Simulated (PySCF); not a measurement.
C$_{6}$H$_{14}$O (SMILES CC(C)CC(C)O), singlet, at a GFN2-xTB geometry, with bond 10-1 at 1.6 times its length; PySCF with DF-CAMB3LYP/def2-SV(P).

PySCF was given this input:
```python
from pyscf import gto, scf, dft

mol = gto.M(
    atom='''
C    -2.43078635    0.70386941   -0.80303926
C    -1.25570669    0.44918022    0.14006863
C    -1.61131725   -0.65358106    1.13232826
C    -0.00356784    0.09617071   -0.67105441
C     1.30635872    0.16561605    0.12111794
C     2.50620758    0.28469755   -0.82155621
O     1.41416337   -1.00010812    0.91718752
H    -3.32653403    0.94646361   -0.23583611
H    -2.63394850   -0.18210721   -1.40088243
H    -2.08959261    2.02795631   -1.88062457
H    -1.05474058    1.37209009    0.69721620
H    -2.44485243   -0.34699566    1.76089494
H    -1.89494724   -1.55862855    0.59971909
H    -0.75974526   -0.88569296    1.76357795
H     0.07553450    0.78969911   -1.51042497
H    -0.10234493   -0.91470588   -1.06915737
H     1.28419761    1.05287160    0.77827267
H     2.44138523    1.19839905   -1.40578699
H     3.43649354    0.30505001   -0.25455642
H     2.53090781   -0.56678997   -1.49790355
H     2.28569861   -1.01592954    1.32670716
''',
    basis='def2-sv(p)',
    verbose=4,
)

mf = dft.RKS(mol)
mf.xc = 'camb3lyp'
mf.DIIS = scf.EDIIS
mf = mf.density_fit(auxbasis='def2-universal-jkfit')
mf.kernel()
mf.analyze()
```

What the program printed (banner, timings and long lists left out):

```
PySCF version 2.14.0

[INPUT] verbose = 4
[INPUT] num. atoms = 21
[INPUT] num. electrons = 58
[INPUT] charge = 0
[INPUT] spin (= nelec alpha-beta = 2S) = 0
[INPUT] symmetry False subgroup None
[INPUT] Mole.unit = angstrom
[INPUT] Symbol           X                Y                Z      unit          X                Y                Z       unit  Magmom
[...]
nuclear repulsion = 332.147849495248
number of shells = 70
number of NR pGTOs = 224
number of NR cGTOs = 126
basis = def2-sv(p)
ecp = {}

******** <class 'pyscf.df.df_jk.DFRKS'> ********
method = DFRKS
initial guess = minao
damping factor = 0
level_shift factor = 0
DIIS = <class 'pyscf.scf.diis.EDIIS'>
diis_start_cycle = 1
diis_space = 8
diis_damp = 0
SCF conv_tol = 1e-09
SCF conv_tol_grad = None
SCF max_cycles = 50
direct_scf = False
XC library pyscf.dft.libxc version 7.1.2
    S. Lehtola, C. Steigemann, M. J. T. Oliveira, and M. A. L. Marques,  SoftwareX 7, 1–5 (2018)
XC functionals = camb3lyp
    T. Yanai, D. P. Tew, and N. C. Handy,  Chem. Phys. Lett. 393, 51 (2004)
radial grids:
    Treutler-Ahlrichs [JCP 102, 346 (1995); DOI:10.1063/1.469408] (M4) radial grids

becke partition: Becke, JCP 88, 2547 (1988); DOI:10.1063/1.454033
pruning grids: <function nwchem_prune>
grids dens level: 3
symmetrized grids: False
atomic radii adjust function: <function treutler_atomic_radii_adjust>
small_rho_cutoff = 0
Set gradient conv threshold to 3.16228e-05
Initial guess from minao.
tot grids = 236104
******** <class 'pyscf.df.df.DF'> ********
auxbasis = def2-universal-jkfit
Create RSH-DF object <pyscf.df.df.DF object> for omega=0.33
******** <class 'pyscf.df.df.DF'> ********
auxbasis = auxmol.basis = def2-universal-jkfit
init E= -312.317586040866
[...]
cycle= 1 E= -311.67117993351  delta_E= 0.646  |g|= 0.652  |ddm|= 4.17
[...]
cycle= 2 E= -311.658243935056  delta_E= 0.0129  |g|= 0.743  |ddm|= 1.33
[...]
cycle= 3 E= -311.761043401981  delta_E= -0.103  |g|= 0.0891  |ddm|= 0.781
[...]
cycle= 4 E= -311.761043401996  delta_E= -1.5e-11  |g|= 0.0891  |ddm|= 5e-10
[...]
cycle= 5 E= -311.76104339912  delta_E= 2.88e-09  |g|= 0.0891  |ddm|= 9.03e-08
[...]
cycle= 6 E= -311.761043401931  delta_E= -2.81e-09  |g|= 0.0891  |ddm|= 8.83e-08
[...]
cycle= 7 E= -311.761043402059  delta_E= -1.28e-10  |g|= 0.0891  |ddm|= 4.04e-09
[...]
cycle= 8 E= -311.761043402158  delta_E= -9.85e-11  |g|= 0.0891  |ddm|= 3.06e-09
[...]
cycle= 9 E= -311.761043401986  delta_E= 1.72e-10  |g|= 0.0891  |ddm|= 5.4e-09
[...]
cycle= 10 E= -311.753849635152  delta_E= 0.00719  |g|= 0.217  |ddm|= 0.145
[...]
cycle= 11 E= -311.759741747332  delta_E= -0.00589  |g|= 0.126  |ddm|= 0.269
[...]
cycle= 12 E= -311.762256229875  delta_E= -0.00251  |g|= 0.0385  |ddm|= 0.0946
[...]
cycle= 13 E= -311.762256227088  delta_E= 2.79e-09  |g|= 0.0385  |ddm|= 2.42e-07
[...]
cycle= 14 E= -311.762256226895  delta_E= 1.93e-10  |g|= 0.0385  |ddm|= 1.66e-08
[...]
cycle= 15 E= -311.762256226199  delta_E= 6.97e-10  |g|= 0.0385  |ddm|= 6.07e-08
[...]
cycle= 16 E= -311.762256226897  delta_E= -6.98e-10  |g|= 0.0385  |ddm|= 6.09e-08
[...]
cycle= 17 E= -311.762256226964  delta_E= -6.68e-11  |g|= 0.0385  |ddm|= 5.7e-09
[...]
cycle= 18 E= -311.762256226517  delta_E= 4.47e-10  |g|= 0.0385  |ddm|= 3.88e-08
[...]
cycle= 19 E= -311.761875834028  delta_E= 0.00038  |g|= 0.0624  |ddm|= 0.0843
[...]
cycle= 20 E= -311.762513366393  delta_E= -0.000638  |g|= 0.0213  |ddm|= 0.0639
[...]
cycle= 21 E= -311.762547261723  delta_E= -3.39e-05  |g|= 0.0169  |ddm|= 0.00416
[...]
cycle= 22 E= -311.762547261827  delta_E= -1.04e-10  |g|= 0.0169  |ddm|= 3.49e-08
[...]
cycle= 23 E= -311.762547260846  delta_E= 9.81e-10  |g|= 0.0169  |ddm|= 1.38e-07
[...]
cycle= 24 E= -311.762547261686  delta_E= -8.4e-10  |g|= 0.0169  |ddm|= 1.68e-07
[...]
cycle= 25 E= -311.762547261048  delta_E= 6.38e-10  |g|= 0.0169  |ddm|= 9.83e-08
[...]
cycle= 26 E= -311.762547261091  delta_E= -4.27e-11  |g|= 0.0169  |ddm|= 1.56e-08
[...]
cycle= 27 E= -311.762542406326  delta_E= 4.85e-06  |g|= 0.0165  |ddm|= 0.0164
[...]
cycle= 28 E= -311.762533341707  delta_E= 9.06e-06  |g|= 0.0193  |ddm|= 0.0291
[...]
cycle= 29 E= -311.76260069315  delta_E= -6.74e-05  |g|= 0.000898  |ddm|= 0.0163
[...]
cycle= 30 E= -311.762600693125  delta_E= 2.52e-11  |g|= 0.000898  |ddm|= 9.2e-08
[...]
cycle= 31 E= -311.762600693146  delta_E= -2.13e-11  |g|= 0.000898  |ddm|= 9.23e-08
[...]
cycle= 32 E= -311.762600693144  delta_E= 2.16e-12  |g|= 0.000898  |ddm|= 1.12e-08
[...]
cycle= 33 E= -311.762600693106  delta_E= 3.79e-11  |g|= 0.000898  |ddm|= 2.34e-07
[...]
cycle= 34 E= -311.762600697282  delta_E= -4.18e-09  |g|= 0.000892  |ddm|= 5.1e-05
[...]
cycle= 35 E= -311.762593409962  delta_E= 7.29e-06  |g|= 0.00584  |ddm|= 0.00497
[...]
cycle= 36 E= -311.762593106603  delta_E= 3.03e-07  |g|= 0.00618  |ddm|= 0.00747
[...]
cycle= 37 E= -311.762599187334  delta_E= -6.08e-06  |g|= 0.00303  |ddm|= 0.00741
[...]
cycle= 38 E= -311.762600510562  delta_E= -1.32e-06  |g|= 0.00136  |ddm|= 0.00131
[...]
cycle= 39 E= -311.762600569623  delta_E= -5.91e-08  |g|= 0.00124  |ddm|= 0.000129
[...]
cycle= 40 E= -311.762600556569  delta_E= 1.31e-08  |g|= 0.00126  |ddm|= 9.62e-05
[...]
cycle= 41 E= -311.762600564882  delta_E= -8.31e-09  |g|= 0.00124  |ddm|= 1.96e-05
[...]
cycle= 42 E= -311.762600568831  delta_E= -3.95e-09  |g|= 0.00124  |ddm|= 3.91e-05
[...]
cycle= 43 E= -311.762600568964  delta_E= -1.33e-10  |g|= 0.00124  |ddm|= 1.73e-06
[...]
cycle= 44 E= -311.76260033326  delta_E= 2.36e-07  |g|= 0.00142  |ddm|= 0.00146
[...]
cycle= 45 E= -311.762600491135  delta_E= -1.58e-07  |g|= 0.00135  |ddm|= 0.0024
[...]
cycle= 46 E= -311.762600846477  delta_E= -3.55e-07  |g|= 4.2e-05  |ddm|= 0.00119
[...]
cycle= 47 E= -311.762600846292  delta_E= 1.85e-10  |g|= 5.64e-05  |ddm|= 2.8e-05
[...]
cycle= 48 E= -311.762600845101  delta_E= 1.19e-09  |g|= 9.88e-05  |ddm|= 3.62e-05
[...]
cycle= 49 E= -311.762600840948  delta_E= 4.15e-09  |g|= 0.00018  |ddm|= 6.54e-05
[...]
cycle= 50 E= -311.762600830741  delta_E= 1.02e-08  |g|= 0.000297  |ddm|= 9.38e-05
SCF not converged.
SCF energy = -311.762600830741
**** SCF Summaries ****
Total Energy =                        -311.762600830741292
Nuclear Repulsion Energy =             332.147849495248181
One-electron Energy =                -1079.202384993028318
Two-electron Energy =                  435.291934667038845
Two-electron Coulomb Energy =          481.374429167450330
DFT Exchange-Correlation Energy =      -46.082494500411492
HOMO-LUMO gap [eV] =                     9.947809126347192
**** MO energy ****
[...]
 ** Mulliken pop on meta-lowdin orthogonal AOs  **
 ** Mulliken pop  **
 ** Mulliken atomic charges  **
charge of    0C =     -0.18862
charge of    1C =     -0.02962
charge of    2C =     -0.27436
charge of    3C =     -0.15862
charge of    4C =      0.16209
charge of    5C =     -0.28196
charge of    6O =     -0.51536
charge of    7H =      0.09796
charge of    8H =      0.09560
charge of    9H =     -0.05085
charge of   10H =      0.07704
charge of   11H =      0.08077
charge of   12H =      0.08263
charge of   13H =      0.10921
charge of   14H =      0.08445
charge of   15H =      0.08461
charge of   16H =      0.06111
charge of   17H =      0.09381
charge of   18H =      0.07996
charge of   19H =      0.09191
charge of   20H =      0.29826
Dipole moment(X, Y, Z, Debye):  1.49403,  0.27490,  0.57242
```

Convergence was not reached.
